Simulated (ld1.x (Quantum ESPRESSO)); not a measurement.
# Transferability test, PAW potential for F

ld1.x (Quantum ESPRESSO) 7.5 input, shortened:

```
&input
   title='F', zed=9., rel=1, dft='PW91', iswitch=3,
   config='[He] 2s2 2p5 3d-2'
 /
 &inputp
   pseudotype=3, lpaw=.true., tm=.true., lloc=-1, rcloc=1.25,
   nlcc=.true., new_core_ps=.true.,
   which_augfun='PSQ', rmatch_augfun_nc=.true.
 /
6
2S  1  0   2.00   0.00  0.80  0.90  0.0
2S  1  0   0.00  -1.60  0.80  0.90  0.0
2P  2  1   5.00   0.00  1.25  1.60  0.0
2P  2  1   0.00   2.10  1.25  1.60  0.0
3D  3  2  -2.00  -0.05  1.20  1.60  0.0
3D  3  2  -2.00   0.50  1.20  1.60  0.0
 &test
   configts(1)='2s2 2p5'
 /
```

Energies are relative to the spin-unpolarised reference configuration 2s2 2p5; without spin polarisation the order of configurations can differ from experiment.

```tsv
valence configuration	charge	ΔE all-electron (eV)	error AE − PS (meV)
2s2 2p4	+1	19.494	-4.2
2s2 2p3	+2	58.005	-30
2s2 2p2	+3	118.793	-83
2s1 2p5	+1	38.545	-3.0
2s2 2p4.5	+0.5	7.592	-0.9
2s1 2p6	0	18.769	-0.5
```

**Question.** What are ΔE and the potential's error for 2s2 2p5.3?

**Answer.** ΔE = -2.696 eV all-electron; the error (AE − PS) is +0.4 meV.
